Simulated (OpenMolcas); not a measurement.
# Co2+: effect of the metal basis

Co2+ with its 6 nearest oxide ions at 2.125 Å, on the Ca site of CaO (a = 4.8105 Å, distance in the model lattice 2.405 Å). The rest of the host is ab initio model potentials to 7.6 Å and point charges beyond; the distance is set by hand and nothing relaxes.

| Quantity | Value |
| --- | --- |
| Program | OpenMolcas |
| Method | SS-CASPT2, IPEA 0.25 Eh, imaginary shift 0.1 Eh (closed shells correlated: 3s 3p and the ligand valence shells) |
| Spin-orbit coupling | RASSI with atomic mean-field integrals over the reference wave functions |

Fixed: ligand basis ANO-RCC-VDZP, active space 7 electrons in 5 orbitals (3d), DKH2 Hamiltonian.

States (labels of O, the rotations of Oh). Energies in cm-1 above the lowest state or level, χT in cm3 K/mol; under a threefold ground state the first gap can be a small split of the lowest multiplet, not the spin-orbit step.

```json
{"Run": "A", "Metal basis": "ANO-RCC-VDZP", "Ground state": "4T1", "First state of that spin": "4T2 9310", "First gap with spin-orbit (degeneracies)": "360 (2, 4)", "χT at 300 K": "3.459", "First state of another spin": "2E 10160", "Cost": "roughly 2.8 core-minutes"}
{"Run": "B", "Metal basis": "ANO-RCC-VTZP", "Ground state": "4T1", "First state of that spin": "4T2 8640", "First gap with spin-orbit (degeneracies)": "360 (2, 4)", "χT at 300 K": "3.486", "First state of another spin": "2E 10600", "Cost": "roughly 5 core-minutes"}
```

Against A, the first state of the same spin changes by -7.2 % in B.

Costs are those of the CASPT2 steps.

Roots that are degenerate in the reference are averaged as groups; the widest CASPT2 spread within a group is 130 cm-1 (the 2-fold group of multiplicity 2 near 28300 cm-1 above the lowest state of its run, B). Shifts and gaps below about the spread of the groups concerned are not significant. Over all roots computed the reference weight is 0.69 to 0.71 in A, 0.69 to 0.71 in B; a low but even weight reflects the number of correlated electrons. An orbital triplet at a regular site is open to Jahn-Teller coupling, which can distort the site and quench the lowest spin-orbit gaps and is left out. A single d shell leaves out the double-shell effect, which counts most for late 3d ions, where the CASPT2 field can be off either way by tens of per cent. Ligand-to-metal charge-transfer states are missing. These CASPT2 states fit no ligand-field parameters well, so their order and spin gaps are uncertain. For late 3d ions with one d shell CASPT2 can put B and the spin-flip bands somewhat low as well as high. With one d shell and no ligand orbital active, 10Dq can be off by tens of per cent for divalent 3d ions, low with halides held by bare charges and at times high in hosts. Free-ion shares, where given, are those of the reference states; single-state CASPT2 does not remix them. The distance lies 4 % under the 2.223 Å that this model takes as the normal distance (a Shannon-type radius plus a fixed donor radius, weighted with the host); by an R⁻⁵ law this alone changes a d-shell field by about +25 %. No measured value stands beside these numbers; the geometry was set by hand and not optimised.
